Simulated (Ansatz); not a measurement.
AlPCl₃F₃⁺, that is Al(PF3)Cl3 with one electron fewer. Charge 1, multiplicity 2. Geometry PBE-D4/def2-SVP; atoms count from 1.

```xyz
8

Al   -1.113   -0.660   -0.170
P     0.998    0.591    0.153
F     2.280   -0.115   -0.423
F     1.378    0.878    1.651
F     1.032    2.015   -0.514
Cl   -2.569    0.609    0.738
Cl   -0.747   -2.494    0.857
Cl   -1.259   -0.825   -2.292
```

(1) Estimate the Mulliken populations from the PBE0/def2-TZVP orbitals of Ansatz.

(2) Where does the spin sit?

(3) And the Mayer bond orders between heavy atoms (over 0.3)?

## Answers

(1) 
```
atom  charge (e)  spin (α − β)
 Al1        0.46         -0.07
  P2        0.82          0.00
  F3       -0.14          0.00
  F4       -0.14          0.00
  F5       -0.14          0.00
 Cl6        0.05          0.36
 Cl7        0.05          0.36
 Cl8        0.05          0.36
```
Mulliken values depend strongly on the basis.

(2) Summed by element: Al -0.07, P 0.00, F 0.00, Cl 1.08, of 1 unpaired in all. Largest on single atoms: Cl8 0.36, Cl6 0.36, Cl7 0.36.

(3) Al1–P2 0.58 (2.48 Å); Al1–Cl6 1.11 (2.13 Å); Al1–Cl7 1.11 (2.13 Å); Al1–Cl8 1.11 (2.13 Å); P2–F3 1.23 (1.57 Å); P2–F4 1.23 (1.57 Å); P2–F5 1.23 (1.57 Å).
